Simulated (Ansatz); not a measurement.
The cluster Ge₂S₄⁻ (the lowest doublet isomer of a short search). The state is a doublet with charge -1. Geometry PBE-D4/def2-SVPD, basis def2-TZVPD, Ansatz.

```xyz
6

Ge    1.911   -1.819    0.636
Ge   -0.032    0.047   -1.097
S    -2.797    1.919   -0.149
S    -0.322   -1.948    0.225
S     2.192    0.282   -0.195
S    -0.952    1.519    0.580
```

```tsv
run	HOMO (eV)	LUMO (eV)
A	-2.23	0.26
B	-1.28	-0.59
C	-2.35	0.38
D	-1.83	-0.14
E	-1.47	-0.47
F	-1.12	-0.46
```

The structure comes from a short search, and lower isomers may exist.

HOMO and LUMO are taken over both spins.

**Question.** The runs used BLYP, PBE, PBE0, r2SCAN, r2SCAN0, r2SCANh. Estimate which is which.

**Answer.** A PBE0 (25 % exact exchange); B PBE (0 % exact exchange); C r2SCAN0 (25 % exact exchange); D r2SCANh (10 % exact exchange); E r2SCAN (0 % exact exchange); F BLYP (0 % exact exchange). Exact exchange lowers occupied and raises empty levels; among semilocal functionals meta-GGAs tend to open the gap a little, and such runs are hard to tell apart. The gap grows from 0.67 eV (BLYP) to 2.73 eV (r2SCAN0).
